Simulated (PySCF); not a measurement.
Al(Me)(OH) (CH4AlO), SMILES [CH3][Al][OH], multiplicity 2.

Geometry: r2SCAN-D4/def2-TZVP. The multiplicity is an assumed one; other spin states were not compared. The isomer is the one that the SMILES or the coordinates give; other isomers of the formula were not compared. One conformer was computed; it need not be the lowest.

Computed with IEF-PCM-ωB97X/def2-SVP run with PySCF 2.14.0.

The values are the electrostatic part of the solvation free energy, E(continuum) − E(gas) at the gas-phase geometry, in a cavity of scaled van der Waals radii (PySCF's table); cavitation and dispersion terms are not included. A continuum can't describe solvent molecules that bind to the metal. The dipole moment in vacuum is 0.91 D.

| solvent | ε | ΔG(elec) (kcal/mol) | dipole (D) |
|---|---|---|---|
| water | 78.36 | -4.6 | 1.27 |
| tetrahydrofuran | 7.43 | -3.7 | 1.19 |
| ethanol | 24.85 | -4.4 | 1.25 |
